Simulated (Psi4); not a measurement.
Donor–acceptor adduct: AlH3 (SMILES [AlH3]) (first 4 atoms) with CH4O (SMILES CO); geometry from B3LYP-D3(BJ)/def2-TZVP.
(charge 0, multiplicity 1):
```json
[
 {"atom": "Al", "x (Å)": "-0.9340", "y (Å)": "-0.2095", "z (Å)": "0.6632"},
 {"atom": "H", "x (Å)": "-1.0040", "y (Å)": "-1.7970", "z (Å)": "0.7383"},
 {"atom": "H", "x (Å)": "-0.1999", "y (Å)": "0.4980", "z (Å)": "-0.5624"},
 {"atom": "H", "x (Å)": "-2.1270", "y (Å)": "0.5924", "z (Å)": "1.3606"},
 {"atom": "C", "x (Å)": "0.2826", "y (Å)": "-0.1259", "z (Å)": "3.4020"},
 {"atom": "O", "x (Å)": "0.5156", "y (Å)": "0.1218", "z (Å)": "1.9966"},
 {"atom": "H", "x (Å)": "1.2291", "y (Å)": "-0.0849", "z (Å)": "3.9380"},
 {"atom": "H", "x (Å)": "-0.1346", "y (Å)": "-1.1271", "z (Å)": "3.4633"},
 {"atom": "H", "x (Å)": "-0.4281", "y (Å)": "0.5967", "z (Å)": "3.8015"},
 {"atom": "H", "x (Å)": "0.9572", "y (Å)": "0.9688", "z (Å)": "1.8604"}
]
```

All values below come from Psi4 1.11 with SAPT0/jun-cc-pV(D+d)Z.

### Question
Which attractive term is largest, and how does the interaction split up?

### Answer
electrostatics -48.24, exchange 44.75, induction -19.25, dispersion -5.80, total -28.53 kcal/mol; the largest attraction is electrostatics.
